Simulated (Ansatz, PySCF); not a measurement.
Sn(H)2(Et)(OH) (C2H8OSn), SMILES C[CH2][SnH2][OH]. Atoms are numbered in the order given.

```xyz
12

Sn     0.3773     0.3149     0.1166
O      0.9323    -1.5882    -0.2136
C     -1.6499     0.2723    -0.6433
C     -2.4345    -0.9216    -0.0953
H      1.4470     1.3644    -0.7452
H      0.4699     0.6216     1.8170
H      1.7978    -1.8010     0.1597
H     -1.5657     0.2289    -1.7409
H     -2.1322     1.2313    -0.3943
H     -2.5561    -0.8587     0.9987
H     -3.4449    -0.9736    -0.5356
H     -1.9197    -1.8698    -0.3137
```
Charge 0, spin multiplicity 1.

Coordinates come from a B3LYP-D3(BJ)/def2-SVP optimisation. The structure was generated by enumeration; whether it is a known compound was not checked. The def2 effective core potentials stand for the cores of Sn; spin–orbit coupling is left out. One conformer was computed; it need not be the lowest.

Two levels are set side by side: PBE-D3(BJ)/def2-SVP (Ansatz, a first-principles code) and B3LYP-D3(BJ)/def2-SVP (Ansatz). Each level has its own optimised geometry; the coordinates shown are those of the second. Frequencies come from the Hessian of PySCF at each geometry. Differences are taken from unrounded values.

| quantity | B3LYP-D3(BJ) |
|---|---|
| mean bond length (Å) | 1.422 |
| bond Sn1–O2 (Å) | 2.010 |
| bond Sn1–C3 (Å) | 2.165 |
| bond C3–C4 (Å) | 1.530 |
| bond Sn1–H5 (Å) | 1.729 |
| bond Sn1–H6 (Å) | 1.730 |
| bond O2–H7 (Å) | 0.966 |
| bond C3–H8 (Å) | 1.102 |
| bond C3–H9 (Å) | 1.102 |
| bond C4–H10 (Å) | 1.103 |
| bond C4–H11 (Å) | 1.103 |
| bond C4–H12 (Å) | 1.101 |
| highest harmonic wavenumber (cm⁻¹) | 3837 |
| mean harmonic wavenumber (cm⁻¹) | 1327 |
| zero-point energy (kcal/mol) | 56.92 |

What does PBE-D3(BJ) give, and how far is it from B3LYP-D3(BJ)? (Estimate from the structure and the level; the computed values follow.)


```
quantity                            PBE-D3(BJ)  PBE-D3(BJ) minus B3LYP-D3(BJ)
----------------------------------  ----------  -----------------------------
mean bond length (Å)                     1.430                          0.008
bond Sn1–O2 (Å)                          2.024                          0.015
bond Sn1–C3 (Å)                          2.170                          0.005
bond C3–C4 (Å)                           1.530                          0.000
bond Sn1–H5 (Å)                          1.740                          0.011
bond Sn1–H6 (Å)                          1.742                          0.012
bond O2–H7 (Å)                           0.975                          0.009
bond C3–H8 (Å)                           1.109                          0.008
bond C3–H9 (Å)                           1.110                          0.008
bond C4–H10 (Å)                          1.110                          0.007
bond C4–H11 (Å)                          1.111                          0.008
bond C4–H12 (Å)                          1.109                          0.008
highest harmonic wavenumber (cm⁻¹)        3726                           -112
mean harmonic wavenumber (cm⁻¹)           1292                            -35
zero-point energy (kcal/mol)             55.43                          -1.50
```

GGA bonds tend to be longer and softer than those of functionals with exact exchange. Differences between two approximate levels are no errors against the true value.
